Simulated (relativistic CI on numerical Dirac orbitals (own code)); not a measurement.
## Calculated levels, Re

Computed by Dirac-Coulomb-Breit CI, KLI orbitals optimised for each configuration, QED by a radiative potential, valence Slater integrals scaled by 0.85, configuration energies shifted to the measured levels that pair with them (semi-empirical) (own radial code, finite nucleus).

CI space (outside the closed core [Xe] 4f14): 5d5.6s2, 5d6.6s, 5d5.6s.6p, 5d6.6p, 5d5.6s.6d, 5d7, 5d5.6p2, 5d4.6s2.6p, 5d5.6s.6f, 5d6.6d, 5d3.6s2.6p2, 5d4.6s2.5f, 5d6.5f, 5d4.6s2.5g, 5d6.6f, 5d6.5g, 5d5.6s.7s, 5d6.7s, 5d5.6s.7p, 5d6.7p, 5d4.6s2.8s, 5d4.6s.6p2, 5d4.6s2.7d, 5d4.6s2.8p, 5d4.6s2.7s, 5d5.6s.8s, 5d4.6s.6p.7s, 5d3.6s2.6p.7p, 5d5.6s.5f, 5d3.6s2.7s2. Levels of other configurations are missing.

The lowest level is 5d5.6s2 6S_5/2, with 84 % of that term; Hund's rules for 5d5.6s2 give 6S with J = 5/2, in agreement.

```
No.  Configuration  Term     J  E (cm⁻¹)   %  Next component (%)  Landé g           jj configuration (%)
  1        5d5.6s2    6S   5/2       0.0  84                8 4P    1.961           5d3/2^3 5d5/2^2 (36)
  2         5d6.6s    6D   9/2   12024.4  91                6 4F    1.540        5d3/2^3 5d5/2^3 6s (44)
  3        5d5.6s2    4P   5/2   12403.1  20               18 4D    1.325                     5d5/2 (51)
  4         5d6.6s    6D   7/2   14158.5  93                3 4F    1.575        5d3/2^3 5d5/2^3 6s (60)
  5        5d5.6s2    4P   3/2   14194.5  32               22 4D    1.553           5d3/2^3 5d5/2^2 (46)
  6         5d6.6s    6D   5/2   14922.3  50       27 5d5.6s2 4G    1.243        5d3/2^2 5d5/2^4 6s (23)
  7         5d6.6s    6D   1/2   15267.6  38       30 5d5.6s2 4P    2.609        5d3/2^3 5d5/2^3 6s (26)
  8        5d5.6s2    4G   7/2   15687.7  53               16 4D    1.116           5d3/2^3 5d5/2^2 (70)
  9         5d6.6s    6D   5/2   15934.0  34       31 5d5.6s2 4G    1.188           5d3/2^3 5d5/2^2 (31)
 10         5d6.6s    6D   3/2   16387.2  69       11 5d5.6s2 4D    1.703        5d3/2^2 5d5/2^4 6s (28)
 11        5d5.6s2    4G  11/2   16697.9  78                8 2H    1.252           5d3/2^3 5d5/2^2 (48)
 12        5d5.6s2    4G   9/2   16965.9  80         6 5d6.6s 4G    1.171           5d3/2^2 5d5/2^3 (47)
 13         5d6.6s    6D   1/2   17304.1  51       22 5d5.6s2 4P    2.490        5d3/2^2 5d5/2^4 6s (21)
 14        5d5.6s2    4D   7/2   17863.4  44               24 4G    1.291           5d3/2^2 5d5/2^3 (64)
 15     5d5.6s.6p‡   8P°   5/2   19226.2  92               4 6P°    2.258  5d3/2^2 5d5/2^3 6s 6p1/2 (33)
 16        5d5.6s2    4D   5/2   19840.5  37               16 4P    1.375           5d3/2^3 5d5/2^2 (32)
 17        5d5.6s2    4D   1/2   19975.3  51               21 4P    0.811           5d3/2^2 5d5/2^3 (61)
 18        5d5.6s2    4P   3/2   20634.5  33               32 4D    1.416           5d3/2^2 5d5/2^3 (40)
 19     5d5.6s.6p‡   8P°   7/2   20839.6  89               7 6P°    1.910  5d3/2^2 5d5/2^3 6s 6p1/2 (22)
 20        5d5.6s2    2F   7/2   22606.6  37               22 4F    1.144           5d3/2^3 5d5/2^2 (52)
 21        5d5.6s2    2D   3/2   23010.5  42               16 4F    0.757           5d3/2^2 5d5/2^3 (49)
 22         5d6.6s    4F   9/2   23023.8  21       21 5d5.6s2 2G    1.222           5d3/2^3 5d5/2^2 (26)
 23        5d5.6s2    2D   5/2   23408.8  29        18 5d6.6s 4P    1.186           5d3/2^2 5d5/2^3 (28)
 24     5d5.6s.6p‡   8P°   9/2   23482.7  94               4 6D°    1.768  5d3/2^2 5d5/2^3 6s 6p3/2 (38)
 25        5d5.6s2    2I  11/2   24399.1  68               17 2H    0.981           5d3/2^2 5d5/2^3 (51)
 26        5d5.6s2    4F   5/2   24927.8  25               24 2F    1.018           5d3/2^2 5d5/2^3 (35)
 27         5d6.6s    4F   7/2   25809.7  21               16 4H    1.043                5d5/2^2 6s (44)
 28        5d5.6s2    2I  13/2   26577.9  89         3 5d6.6s 4H    1.082           5d3/2^2 5d5/2^3 (89)
 29        5d5.6s2    4F   3/2   26763.4  31        28 5d6.6s 4F    0.577        5d3/2^3 5d5/2^3 6s (22)
 30         5d6.6s    4F   5/2   27550.8  25               15 4P    1.120        5d3/2^3 5d5/2^3 6s (41)
 31         5d6.6s    4H  13/2   27730.2  89                4 2I    1.218        5d3/2^3 5d5/2^3 6s (74)
 32        5d5.6s2    2G   9/2   27903.3  25               23 2H    1.101           5d3/2^2 5d5/2^3 (41)
 33        5d5.6s2    2F   7/2   27928.0  23        17 5d6.6s 4D    1.149             5d3/2 5d5/2^4 (21)
 34         5d6.6s    4H  11/2   27989.5  73               18 4G    1.157        5d3/2^3 5d5/2^3 6s (77)
 35         5d6.6s    4H   9/2   28272.5  52       15 5d5.6s2 4F    1.079        5d3/2^3 5d5/2^3 6s (41)
 36         5d6.6s    2S   1/2   28694.3  34       30 5d5.6s2 2S    1.674        5d3/2^3 5d5/2^3 6s (33)
 37         5d6.6s    4P   5/2   28907.5  31       18 5d5.6s2 4P    1.336        5d3/2^2 5d5/2^4 6s (19)
 38         5d6.6s    4D   3/2   29215.6  23               16 4F    0.949                5d5/2^2 6s (45)
 39         5d6.6s    4H   7/2   29246.8  36       27 5d5.6s2 2G    0.867        5d3/2^2 5d5/2^4 6s (33)
 40         5d6.6s    4D   7/2   29381.6  23               18 4H    1.098        5d3/2^3 5d5/2^3 6s (40)
 41     5d5.6s.6p‡   6P°   7/2   30244.8  65       11 5d6.6p 6P°    1.710  5d3/2^2 5d5/2^3 6s 6p3/2 (23)
 42     5d5.6s.6p‡   6P°   5/2   30459.7  70   11 5d4.6s2.6p 6P°    1.874  5d3/2^3 5d5/2^2 6s 6p3/2 (24)
 43     5d5.6s.6p‡   6P°   3/2   30793.9  74   13 5d4.6s2.6p 6P°    2.361  5d3/2^2 5d5/2^3 6s 6p3/2 (28)
 44         5d6.6s    4D   5/2   30973.2  42               13 2D    1.194        5d3/2^3 5d5/2^3 6s (39)
 45         5d6.6s    4G  11/2   31325.6  35               16 2H    1.135        5d3/2^3 5d5/2^3 6s (50)
```

Energies count from the lowest computed level; ° marks odd parity. Filled j subshells are mostly left out of the jj labels. ‡ marks configurations that were not tied to measured data.

The mean weight of the leading LS term, summed over parents, in these 45 levels is 51 %, and that of the leading jj configuration (from the same eigenvectors) 41 %, so LS coupling describes them better.

Configurations whose levels could be paired with our table of measured levels were shifted onto them, all but the ground configuration, by the median error of their levels; single terms can still be off by 1,000 to 2,000 cm⁻¹ or more, and rates follow the energies as ν³ (E1, M1) or ν⁵ (E2). The others borrow a shift and can be off by several thousand cm⁻¹ or more. The fine structure of a lone outer electron comes out too small, for d and f at times inverted, and misplaced configurations move strength between like terms. 9 of the 18 excited levels that our extract of the measured tables holds in this range could be paired (the sources list more); they are missed by 216 cm⁻¹ on average and 392 at most, after the shifts were fitted to these levels, and levels without a partner can miss by more. Some levels of the ground configuration have no partner and can miss by 10 % or more.

LS names give the leading component of a level, which can be under half, so a name can repeat, a term be missing and a line seem to break the LS rules.
